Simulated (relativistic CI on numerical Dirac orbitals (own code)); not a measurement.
Line list: Electric-dipole lines, Te17+

Calculated at this level of theory: Dirac-Coulomb-Breit CI, KLI orbitals optimised for each configuration, QED by a radiative potential, unscaled Slater integrals (own radial code, finite nucleus).

Configuration list (outside the closed core [Ar] 3d10): 4s2 4p5, 4s 4p6, 4s2 4p4 4d, 4s 4p5 4d, 4s2 4p4 4f, 4s 4p5 4f, 4p6 4d, 4s 4p4 4d2, 4s2 4p3 4d 4f, 4s2 4p4 5s, 4p6 4f, 4p5 4d2, 4p4 4d3, 4p4 4d2 4f, 4p4 4d2 5s. Double excitations out of closed p, d and f shells are left out; levels of such configurations are missing from the list, as are those of other unlisted configurations, and high levels can miss mixing partners.

```csv
λ vac (nm),Lower,Upper,A (s⁻¹),log gf,S velocity/length
10.971,4s 4p6 2S_1/2 [3],4s 4p5 4d 2P°_3/2 [54],4.28e+11,0.49,0.82
11.053,4s 4p6 2S_1/2 [3],4s 4p5 4d 2P°_1/2 [53],4.26e+11,0.19,0.81
11.922,4s2 4p5 2P°_3/2 [1],4s2 4p4 4d 2D_5/2 [28],6.93e+11,0.95,0.74
11.980,4s2 4p5 2P°_3/2 [1],4s2 4p4 4d 2P_3/2 [27],5.73e+11,0.69,0.66
12.020,4s2 4p5 2P°_1/2 [2],4s2 4p4 4d 2D_3/2 [31],6.63e+11,0.76,0.72
12.377,4s2 4p4 4d 4D_3/2 [4],4s2 4p4 4f 4F°_5/2 [58],1.42e+11,0.29,1.04
12.398,4s2 4p4 4d 4D_5/2 [5],4s2 4p4 4f 4F°_5/2 [58],1.21e+11,0.22,1.01
12.409,4s2 4p5 2P°_3/2 [1],4s2 4p4 4d 2S_1/2 [26],5.42e+11,0.40,0.75
12.462,4s2 4p4 4d 4D_5/2 [5],4s2 4p4 4f 4F°_7/2 [56],1.60e+11,0.47,1.05
12.620,4s2 4p4 4d 4D_7/2 [7],4s2 4p4 4f 4F°_7/2 [56],9.45e+10,0.26,1.03
12.625,4s2 4p4 4d 2D_3/2 [10],4s2 4p4 4f 2F°_5/2 [61],1.81e+11,0.41,1.06
12.651,4s2 4p4 4d 4D_7/2 [7],4s2 4p4 4f 4F°_9/2 [55],1.74e+11,0.62,1.07
12.753,4s2 4p4 4d 2G_7/2 [20],4s2 4p4 4f 2H°_9/2 [71],1.67e+11,0.61,1.20
12.832,4s2 4p4 4d 2F_7/2 [9],4s2 4p4 4f 2G°_9/2 [59],1.79e+11,0.64,1.19
12.881,4s2 4p4 4d 4F_7/2 [17],4s2 4p4 4f 4G°_9/2 [67],1.97e+11,0.69,1.12
12.942,4s2 4p4 4d 2D_5/2 [13],4s2 4p4 4f 2F°_7/2 [64],1.94e+11,0.59,1.12
12.946,4s2 4p5 2P°_1/2 [2],4s2 4p4 4d 2P_1/2 [30],4.90e+11,0.39,0.64
12.970,4s2 4p4 4d 4F_9/2 [8],4s2 4p4 4f 4G°_11/2 [57],1.78e+11,0.73,1.18
12.979,4s2 4p4 4d 2F_7/2 [24],4s2 4p4 4f 2G°_9/2 [76],1.53e+11,0.59,1.18
13.044,4s2 4p4 4d 2G_9/2 [22],4s2 4p4 4f 2H°_11/2 [70],1.72e+11,0.72,1.20
```

Terms are leading LS components. Brackets give the number of a level in order of energy, since labels repeat. The list gives strong lines, with weight on those to low levels, among the lowest 200 of 2351 levels, so that lines to higher ones, which can be the strongest, are missing. Levels whose partners in the same complex of configurations lie outside the list can be far off, and so can their lines. Rates are taken at the computed energies, electric ones in the length gauge. A velocity-to-length ratio far from 1 marks an uncertain rate.

At this charge energies of transitions that change n are usually good to better than 1 %, and those within a shell (Δn = 0) to a few per cent.

LS names give the leading component of a level, which can be under half, so a name can repeat, a term be missing and a line seem to break the LS rules.
